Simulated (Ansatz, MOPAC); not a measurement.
Vertical ionisation energy to the doublet: 10 cases among silicon compounds with O, N or halogens, in eV, species as SMILES. Set-up: each state is the SCF solution reached for its charge and spin; non-relativistic; 6-31G* and kin with 6d, 5d where marked; no dispersion term unless named; 6-311+G** with 5d, 6d on Na to Ar in Ansatz (an electronic-structure program); frozen cores in correlated levels; spin-orbit terms left out; UHF or UKS for open shells. Basis-set limits of correlation are two-point, X^-3; Hartree-Fock from the larger set. The bracket is a focal-point correction in the basis named. Ab initio and DFT rows: single points at B3LYP-D3(BJ) geometries (Ansatz). Semi-empirical rows: differences of heats of formation at the shared geometry for vertical values.

Coupled cluster (Ansatz) is a level with limits of its own, used here on species with T1 under 0.025 (0.045 for open shells) and stable references: RI-MP2/CBS(aug-cc-pV(T+d)Z,aug-cc-pV(Q+d)Z)+[CCSD(T)-MP2]/aug-cc-pV(T+d)Z.

```json
[
 {"species": "F[SiH2]F", "atoms": "5", "coupled cluster": "13.18", "difference of B3LYP/6-31G* (Ansatz)": "-0.68", "difference of MNDO (MOPAC)": "-1.49", "difference of PBE/6-311+G** (Ansatz)": "-0.91", "difference of B3LYP/3-21G (Ansatz)": "-0.79", "difference of B3LYP/def2-TZVPD (Ansatz)": "-0.49", "difference of wB97M-V/def2-TZVPD (Ansatz)": "-0.34"},
 {"species": "N[Si](F)(F)F", "atoms": "7", "coupled cluster": "11.59", "difference of B3LYP/6-31G* (Ansatz)": "-0.44", "difference of MNDO (MOPAC)": "-0.83", "difference of PBE/6-311+G** (Ansatz)": "-0.30", "difference of B3LYP/3-21G (Ansatz)": "-0.46", "difference of B3LYP/def2-TZVPD (Ansatz)": "-0.16", "difference of wB97M-V/def2-TZVPD (Ansatz)": "-0.12"},
 {"species": "[SiH3][SiH2]F", "atoms": "8", "coupled cluster": "10.86", "difference of B3LYP/6-31G* (Ansatz)": "-0.37", "difference of MNDO (MOPAC)": "-1.55", "difference of PBE/6-311+G** (Ansatz)": "-0.46", "difference of B3LYP/3-21G (Ansatz)": "-0.27", "difference of B3LYP/def2-TZVPD (Ansatz)": "-0.28", "difference of wB97M-V/def2-TZVPD (Ansatz)": "-0.17"},
 {"species": "F[SiH2][SiH](F)F", "atoms": "8", "coupled cluster": "11.30", "difference of B3LYP/6-31G* (Ansatz)": "-0.59", "difference of MNDO (MOPAC)": "-1.48", "difference of PBE/6-311+G** (Ansatz)": "-0.67", "difference of B3LYP/3-21G (Ansatz)": "-0.61", "difference of B3LYP/def2-TZVPD (Ansatz)": "-0.39", "difference of wB97M-V/def2-TZVPD (Ansatz)": "-0.27"},
 {"species": "[SiH2]([SiH2]F)F", "atoms": "8", "coupled cluster": "11.00", "difference of B3LYP/6-31G* (Ansatz)": "-0.49", "difference of MNDO (MOPAC)": "-1.51", "difference of PBE/6-311+G** (Ansatz)": "-0.57", "difference of B3LYP/3-21G (Ansatz)": "-0.52", "difference of B3LYP/def2-TZVPD (Ansatz)": "-0.33", "difference of wB97M-V/def2-TZVPD (Ansatz)": "-0.22"},
 {"species": "[SiH2]([SiH2]Cl)Cl [chloro(chlorosilyl)silane]", "atoms": "8", "coupled cluster": "10.53", "difference of B3LYP/6-31G* (Ansatz)": "-0.42", "difference of MNDO (MOPAC)": "-0.50", "difference of PBE/6-311+G** (Ansatz)": "-0.73", "difference of B3LYP/3-21G (Ansatz)": "-0.19", "difference of B3LYP/def2-TZVPD (Ansatz)": "-0.46", "difference of wB97M-V/def2-TZVPD (Ansatz)": "-0.20"},
 {"species": "[SiH3][SiH2]Cl", "atoms": "8", "coupled cluster": "10.58", "difference of B3LYP/6-31G* (Ansatz)": "-0.37", "difference of MNDO (MOPAC)": "-0.99", "difference of PBE/6-311+G** (Ansatz)": "-0.59", "difference of B3LYP/3-21G (Ansatz)": "-0.17", "difference of B3LYP/def2-TZVPD (Ansatz)": "-0.37", "difference of wB97M-V/def2-TZVPD (Ansatz)": "-0.18"},
 {"species": "CN[SiH3] [N-silylmethanamine]", "atoms": "10", "coupled cluster": "9.29", "difference of B3LYP/6-31G* (Ansatz)": "-0.48", "difference of MNDO (MOPAC)": "-0.23", "difference of PBE/6-311+G** (Ansatz)": "-0.50", "difference of B3LYP/3-21G (Ansatz)": "-0.74", "difference of B3LYP/def2-TZVPD (Ansatz)": "-0.28", "difference of wB97M-V/def2-TZVPD (Ansatz)": "-0.16"},
 {"species": "O[Si](O)(O)[SiH3]", "atoms": "11", "coupled cluster": "10.46", "difference of B3LYP/6-31G* (Ansatz)": "-0.59", "difference of MNDO (MOPAC)": "-0.98", "difference of PBE/6-311+G** (Ansatz)": "-0.70", "difference of B3LYP/3-21G (Ansatz)": "-0.68", "difference of B3LYP/def2-TZVPD (Ansatz)": "-0.40", "difference of wB97M-V/def2-TZVPD (Ansatz)": "-0.20"},
 {"species": "C[Si](C)(O)O", "atoms": "13", "coupled cluster": "10.62", "difference of B3LYP/6-31G* (Ansatz)": "-0.85", "difference of MNDO (MOPAC)": "-0.25", "difference of PBE/6-311+G** (Ansatz)": "-1.02", "difference of B3LYP/3-21G (Ansatz)": "-0.94", "difference of B3LYP/def2-TZVPD (Ansatz)": "-0.60", "difference of wB97M-V/def2-TZVPD (Ansatz)": "-0.30"}
]
```

| level | cases | mean signed difference | mean absolute difference | median absolute difference | largest absolute difference |
|---|---|---|---|---|---|
| B3LYP/6-31G* (Ansatz) | 10 | -0.528 | 0.528 | 0.485 | 0.85 |
| MNDO (MOPAC) | 10 | -0.981 | 0.981 | 0.985 | 1.55 |
| PBE/6-311+G** (Ansatz) | 10 | -0.645 | 0.645 | 0.630 | 1.02 |
| B3LYP/3-21G (Ansatz) | 10 | -0.537 | 0.537 | 0.565 | 0.94 |
| B3LYP/def2-TZVPD (Ansatz) | 10 | -0.376 | 0.376 | 0.380 | 0.60 |
| wB97M-V/def2-TZVPD (Ansatz) | 10 | -0.216 | 0.216 | 0.200 | 0.34 |

B3LYP/6-31G* lies above in 0 of 10 cases and within 0.1 eV in 0; mean signed difference -0.528 eV, mean absolute 0.528 eV (0.480 over the 7 cases of up to 8 atoms, 0.640 over the larger). These figures hold for the species listed.

How the rows were picked: cases drawn at random among the computed members of the class with clean coupled-cluster diagnostics. The batch they came from held 38 cases of this property in the class: 0 with a tabulated value, 10 with clean coupled cluster alone, 28 with neither, which enter no statistics. The levels are drawn from those run on every case listed, the commonest habits more often. No case is left out for the size of its miss. Left out are saddle points of the reference geometry, anions that the best level run finds unbound, excited spin states, species near biochemistry, 298 K rows of species without real B3LYP wavenumbers, cases with under five habitual levels, runs that failed or that the program found above a lower state of the same kind, table entries that another table contradicts, and a share of species set aside by lot.
